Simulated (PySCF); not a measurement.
# Si2P2H6O4

The system: Si2P2H6O4, a silylene (divalent Si1, bonded to 1 O + 1 P); neutral, singlet. The structure, one conformer, was relaxed in the gas phase by PBE0-D3(BJ)/def2-SVP. No frequency run checks that it is a minimum.

SMILES: O=P(O)(O)O[Si]P[SiH3]

| atom | x (Å) | y (Å) | z (Å) |
| --- | --- | --- | --- |
| Si1 | 0.311 | -1.799 | -0.270 |
| P2 | 1.041 | 0.030 | -1.596 |
| Si3 | -1.175 | -0.074 | -1.813 |
| O4 | 0.230 | -1.000 | 1.255 |
| P5 | 0.109 | 0.572 | 1.562 |
| O6 | -0.821 | 1.263 | 0.641 |
| O7 | -0.291 | 0.638 | 3.100 |
| O8 | 1.617 | 1.120 | 1.565 |
| H9 | 1.335 | -0.812 | -2.710 |
| H10 | -2.021 | 1.112 | -1.566 |
| H11 | -1.553 | -0.792 | -3.067 |
| H12 | -1.484 | -1.212 | -0.761 |
| H13 | 0.196 | 0.007 | 3.645 |
| H14 | 1.914 | 1.280 | 0.654 |

Shieldings: GIAO PBE0/pcSseg-1. Shifts are against computed references at the same level: H TMS (σ 31.27 ppm), Si TMS (σ 352.0 ppm). Core levels by delta-SCF with SCAN, pcX-2 on the ionised atom and pcseg-1 elsewhere, spin-free X2C (2p3/2 is the spin-free 2p value less a third of a first-order spin-orbit splitting); from the vacuum level, for chosen atoms.

Problem. Give the shieldings and core levels atom by atom.

Solution. 
| atoms | bonded to | σ (ppm) | δ (ppm) | core level (eV) |
| --- | --- | --- | --- | --- |
| Si1 | 1 O + 1 P | 318.9 | 33.1 | 2p3/2 107.64 |
| P2 | 2 Si + 1 H | 604.7 | - | 2p3/2 135.82 |
| Si3 | 1 P + 3 H | 445.8 | -93.8 | 2p3/2 107.15 |
| O4 | 1 P + 1 Si | 174.2 | - | 1s 538.60 |
| P5 | 4 O | 319.2 | - | 2p3/2 140.23 |
| O6 | 1 P | 173.7 | - | - |
| O7 | 1 P + 1 H | 235.9 | - | - |
| O8 | 1 P + 1 H | 204.4 | - | - |
| H9 | 1 P | 30.76 | 0.51 | - |
| H10 H11 H12 | 1 Si | 27.27 | 3.99 | - |
| H13 | 1 O | 28.12 | 3.15 | - |
| H14 | 1 O | 27.09 | 4.18 | - |

Values are those of this one static structure, with the three H of a rotating XH3 group averaged; atoms that internal rotation interchanges would show their mean in an NMR spectrum.

Problem. Which of Si1, Si3 holds its core electrons tightest, and by how much against the loosest?

Solution. Si1 (bonded to 1 O + 1 P), by 0.49 eV over Si3 (bonded to 1 P + 3 H).

Problem. By CAM-B3LYP/def2-SVPD (TDDFT singlets, Tamm-Dancoff triplets, ionisation by delta-SCF), where does absorption start, and what does vertical ionisation take?

Solution. The lowest singlet lies at 3.98 eV (f 0.020), the strongest of the first 6 at 6.14 eV (f 0.108), the lowest triplet at 2.98 eV; vertical ionisation takes 8.56 eV.
